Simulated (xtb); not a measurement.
CH₃Cl₃Sn (SMILES [CH3][Sn]([Cl])([Cl])[Cl]), singlet, from a rough starting geometry (GFN-xTB shapes and energies of metal compounds can be far from the true ones); xtb with GFN2-xTB.

Input for xtb:
```
$ xtb mol.xyz --gfn 2 --opt vtight --json

# file mol.xyz
8

C     -1.29632055    -0.18446590     0.08918608
Sn     0.87983278     0.09117451     0.00555191
Cl     1.89757467    -1.14831851    -1.68642674
Cl     1.45046363     2.30199681    -0.53563314
Cl     1.92227950    -0.36195328     1.93772384
H     -1.46612919    -1.20489505     0.46713331
H     -1.72750702     0.57204664     0.67764828
H     -1.71090623    -0.05617044    -0.96827386
```

What the program printed (banner, timings and long lists left out):

```
   ID    Z sym.   atoms
    1    6 C      1
    2   50 Sn     2
    3   17 Cl     3-5
    4    1 H      6-8

           -------------------------------------------------
          |                Calculation Setup                |
           -------------------------------------------------

           -------------------------------------------------
          |                 G F N 2 - x T B                 |
           -------------------------------------------------

          ...................................................
          :                      SETUP                      :
          :.................................................:
          :  # basis functions                  47          :
          :  # atomic orbitals                  43          :
          :  # shells                           17          :
          :  # electrons                        32          :
          :  max. iterations                   250          :
          :  Hamiltonian                  GFN2-xTB          :
          :  restarted?                      false          :
          :  GBSA solvation                  false          :
          :  PC potential                    false          :
          :  electronic temp.          300.0000000     K    :
          :  accuracy                    1.0000000          :
          :  -> integral cutoff          0.2500000E+02      :
          :  -> integral neglect         0.1000000E-07      :
          :  -> SCF convergence          0.1000000E-05 Eh   :
          :  -> wf. convergence          0.1000000E-03 e    :
          :  Broyden damping             0.4000000          :
          :  net charge                          0          :
          :  unpaired electrons                  0          :
          ...................................................

 iter      E             dE          RMSdq      gap      omega  full diag
   1    -18.5732716 -0.185733E+02  0.943E+00    3.54       0.0  T
   2    -17.7464629  0.826809E+00  0.144E+01    4.69       1.0  T
   3    -19.5111173 -0.176465E+01  0.534E+00    3.32       1.0  T
   4    -19.5267692 -0.156519E-01  0.445E+00    3.22       1.0  T
   5    -19.5634612 -0.366920E-01  0.129E+00    3.30       1.0  T
   6    -19.5825547 -0.190935E-01  0.712E-01    3.13       1.0  T
   7    -19.5828053 -0.250534E-03  0.239E-01    3.12       1.0  T
   8    -19.5830051 -0.199791E-03  0.115E-01    3.15       1.0  T
   9    -19.5830202 -0.151542E-04  0.548E-02    3.15       1.0  T
  10    -19.5830235 -0.327237E-05  0.179E-02    3.16       2.0  T
  11    -19.5830193  0.422504E-05  0.276E-02    3.15       1.3  T
  12    -19.5830245 -0.518287E-05  0.590E-03    3.16       6.0  T
  13    -19.5830237  0.764036E-06  0.164E-02    3.16       2.2  T
  14    -19.5830241 -0.460654E-06  0.116E-02    3.16       3.0  T
  15    -19.5830246 -0.431171E-06  0.108E-03    3.16      32.9  T
  16    -19.5830246 -0.260535E-09  0.502E-04    3.16      70.4  T
  17    -19.5830246 -0.132346E-08  0.133E-04    3.16     265.1  T

   *** convergence criteria satisfied after 17 iterations ***

         :::::::::::::::::::::::::::::::::::::::::::::::::::::
         ::                     SUMMARY                     ::
         :::::::::::::::::::::::::::::::::::::::::::::::::::::
         :: total energy             -19.524964836919 Eh    ::
         :: gradient norm              0.064626847280 Eh/a0 ::
         :: HOMO-LUMO gap              3.156220191485 eV    ::
         ::.................................................::
         :: SCC energy               -19.583006335886 Eh    ::
         :: -> isotropic ES           -0.003161582627 Eh    ::
         :: -> anisotropic ES          0.000732702592 Eh    ::
         :: -> anisotropic XC          0.004299514915 Eh    ::
         :: -> dispersion             -0.007419138392 Eh    ::
         :: repulsion energy           0.058041498967 Eh    ::
         :: add. restraining           0.000000000000 Eh    ::
[...]
 * total energy  :   -19.5249648 Eh     change        0.1361791E-09 Eh
 * total energy  :   -19.5287601 Eh     change       -0.3795233E-02 Eh
 * total energy  :   -19.5295113 Eh     change       -0.7512519E-03 Eh
 * total energy  :   -19.5297511 Eh     change       -0.2397870E-03 Eh
 * total energy  :   -19.5297749 Eh     change       -0.2381383E-04 Eh
 * total energy  :   -19.5297734 Eh     change        0.1548932E-05 Eh
 * total energy  :   -19.5297820 Eh     change       -0.8647294E-05 Eh
 * total energy  :   -19.5297820 Eh     change        0.1575705E-07 Eh
 * total energy  :   -19.5297834 Eh     change       -0.1394425E-05 Eh
 * total energy  :   -19.5297834 Eh     change        0.1461751E-07 Eh
 * total energy  :   -19.5297835 Eh     change       -0.7449266E-07 Eh
   *** GEOMETRY OPTIMIZATION CONVERGED AFTER 11 ITERATIONS ***
         :: total energy             -19.529783460829 Eh    ::
[...]
        16        2.0000           -0.4388358             -11.9413 (HOMO)
        17                         -0.3268937              -8.8952 (LUMO)
        18                         -0.1120346              -3.0486
        19                         -0.1120198              -3.0482
        20                         -0.0884370              -2.4065
        21                         -0.0193745              -0.5272
        22                         -0.0193733              -0.5272
        23                          0.0100382               0.2732
        24                          0.0100410               0.2732
        25                          0.0104899               0.2854
        26                          0.0117628               0.3201
        27                          0.0119956               0.3264
       ...                                ...                  ...
        43                          0.6563725              17.8608
      -------------------------------------------------------------
                  HL-Gap            0.1119420 Eh            3.0461 eV
             Fermi-level           -0.3828648 Eh          -10.4183 eV

     #   Z          covCN         q      C6AA      α(0)
     1   6 C        3.642    -0.138    23.549     6.977
     2  50 Sn       3.291     0.423   333.316    34.354
     3  17 Cl       0.808    -0.180   104.685    15.652
     4  17 Cl       0.808    -0.180   104.684    15.652
     5  17 Cl       0.808    -0.180   104.683    15.652
     6   1 H        0.926     0.085     1.932     2.173
     7   1 H        0.926     0.085     1.932     2.173
     8   1 H        0.926     0.085     1.932     2.173

 Mol. C6AA /au·bohr⁶  :       3334.718305
 Mol. C8AA /au·bohr⁸  :     194877.712133
 Mol. α(0) /au        :         94.805730

Wiberg/Mayer (AO) data.
largest (>0.10) Wiberg bond orders for each atom

 ---------------------------------------------------------------------------
     #   Z sym  total        # sym  WBO       # sym  WBO       # sym  WBO
 ---------------------------------------------------------------------------
     1   6 C    3.981 --     8 H    0.970     7 H    0.970     6 H    0.970
                             2 Sn   0.513     5 Cl   0.186     4 Cl   0.186
                             3 Cl   0.186
     2  50 Sn   3.137 --     5 Cl   0.856     4 Cl   0.856     3 Cl   0.856
                             1 C    0.513
     3  17 Cl   1.274 --     2 Sn   0.856     1 C    0.186     5 Cl   0.113
                             4 Cl   0.113
     4  17 Cl   1.274 --     2 Sn   0.856     1 C    0.186     5 Cl   0.113
                             3 Cl   0.113
     5  17 Cl   1.274 --     2 Sn   0.856     1 C    0.186     4 Cl   0.113
                             3 Cl   0.113
     6   1 H    0.993 --     1 C    0.970
     7   1 H    0.993 --     1 C    0.970
     8   1 H    0.993 --     1 C    0.970
 ---------------------------------------------------------------------------

Topologies differ in total number of bonds
Writing topology from bond orders to xtbtopo.mol

molecular dipole:
                 x           y           z       tot (Debye)
 q only:       -1.529      -0.219       0.067
   full:       -1.582      -0.227       0.069       4.067
molecular quadrupole (traceless):
                xx          xy          yy          xz          yz          zz
 q only:        0.663       0.135      -0.323      -0.034      -0.005      -0.340
  q+dip:        1.427       0.302      -0.694      -0.085      -0.012      -0.733
   full:        2.145       0.458      -1.043      -0.133      -0.019      -1.102

optimized geometry written to: xtbopt.xyz

           -------------------------------------------------
          | TOTAL ENERGY              -19.529783460829 Eh   |
          | GRADIENT NORM               0.000043325889 Eh/α |
          | HOMO-LUMO GAP               3.046097637224 eV   |
           -------------------------------------------------
```
